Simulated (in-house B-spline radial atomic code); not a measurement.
Successive ionisation energies of neodymium; each step leads to the configuration of the next row (after the last: bare). NIST's values go from ground level to ground level; the uncertainty of those that are theory runs from under 0.1 % in few-electron ions to several per cent in heavy many-electron ones. Computed with an all-electron radial atomic-structure program (B-spline basis): non-relativistic Hartree-Fock, average of the configuration, point nuclei.

This level leaves out relativity, spin-orbit splitting included, which matters for heavy ions.

| ion | configuration | ionisation energy (eV) | tabulated value (eV) | tabulated kind | computed minus tabulated (eV) | highest orbital | largest mean radius (bohr) |
| --- | --- | --- | --- | --- | --- | --- | --- |
| Nd48+ | [Ne] 3s2 | 4006.5 | 4198 | tabulated theory | -191 | 3s | 0.25104 |
| Nd49+ | [Ne] 3s1 | ? | ? | tabulated theory | ? | ? | ? |
| Nd50+ | [He] 2s2 2p6 | 9691.8 | 9742 | tabulated theory | -50 | 2p | 0.1058 |
| Nd51+ | [He] 2s2 2p5 | 9952.6 | 10002 | tabulated theory | -49 | 2p | 0.10526 |
| Nd52+ | [He] 2s2 2p4 | 10216.1 | 10288 | tabulated theory | -72 | 2p | 0.10472 |
| Nd53+ | [He] 2s2 2p3 | ? | ? | tabulated theory | ? | ? | ? |
| Nd54+ | [He] 2s2 2p2 | 10751.4 | 11384 | tabulated theory | -633 | 2p | 0.10365 |
| Nd55+ | [He] 2s2 2p1 | ? | ? | tabulated theory | ? | ? | ? |
| Nd56+ | [He] 2s2 | 11362.4 | 12082 | tabulated theory | -720 | 2s | 0.1026 |
| Nd57+ | [He] 2s1 | 11602.3 | 12341.66 | tabulated theory | -739 | 2s | 0.10212 |
| Nd58+ | 1s2 | 47963.1 | 50339.59 | tabulated theory | -2377 | 1s | 0.025157 |
| Nd59+ | 1s1 | 48980.5 | 51515.78 | tabulated theory | -2535 | 1s | 0.025 |

Problem. Fill in the row of Nd49+.

Solution. ionisation energy (eV): 4103.8; tabulated value (eV): 4302; computed minus tabulated (eV): -198; highest orbital: 3s; largest mean radius (bohr): 0.24975.

Problem. Fill in the row of Nd53+.

Solution. ionisation energy (eV): 10482.4; tabulated value (eV): 10555; computed minus tabulated (eV): -73; highest orbital: 2p; largest mean radius (bohr): 0.10418.

Problem. Fill in the row of Nd55+.

Solution. ionisation energy (eV): 11023.3; tabulated value (eV): 11694; computed minus tabulated (eV): -671; highest orbital: 2p; largest mean radius (bohr): 0.10312.

Problem. Where is the largest jump?

Solution. From Nd57+ to Nd58+, by a factor of 4.13 (11602 to 47963 eV); the highest orbital goes from 2s to 1s.
